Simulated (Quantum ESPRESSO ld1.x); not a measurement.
Values are calculated unless marked as measured or tabulated.
The mean radii <r> (bohr) of the occupied orbitals of an atom or ion are listed with their occupations. Level of theory: Dirac Kohn-Sham, PBE, spin-unpolarised, spherical densities, point nucleus (ld1.x of Quantum ESPRESSO 7.5).

orbital  occ.      <r>
1s1/2       2  0.01650

Name the element and its charge. Open shells, if any, are shared by 2j + 1.

Answer. Z = 80, mercury, charge +78: Hg78+ in [He]. The 1s radius gives Z: for a bare nucleus <r> = (2 gamma + 1)/(2Z) with gamma = sqrt(1 - (Z/c)^2), 0.0164 bohr for Z = 80, and screening makes it slightly larger (0.01650 here). The occupations add up to 2, and the charge is Z minus that.
